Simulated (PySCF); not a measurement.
A run for PySCF: R-B3LYP/6-31G* on C2H4 (SMILES C=C) with ghost functions, monomers drawn apart or pushed together.

```python
from pyscf import gto, scf, dft, mp
from pyscf.data.elements import chemcore

mol = gto.M(
    atom='''
    C    -0.42059256   -0.32573588    5.32420598
    C     0.62151887   -1.07968737    4.99144606
    H    -0.29794255    0.69390692    5.66893445
    H    -1.43490025   -0.70278864    5.27325080
    H     0.49943544   -2.10234124    4.65552019
    H     1.63643267   -0.70560375    5.05125703
    ghost-F   -0.23388643    0.85647079    0.58511113
    ghost-H   -0.16839628    0.55535679    1.46867864
    ''',
    basis='6-31g*',
    cart=True,
    charge=0, spin=0, verbose=3, max_memory=1800)
mf = dft.RKS(mol, xc='b3lyp')
mf.conv_tol = 1e-8
mf.max_cycle = 100
mf.kernel()
if not mf.converged:
    mf = mf.newton().run(mf.mo_coeff, mf.mo_occ)
```

It printed:

```
converged SCF energy = -78.5876334462199
```

The run converged.

Cost: about 1.5 core-seconds (a rough figure).
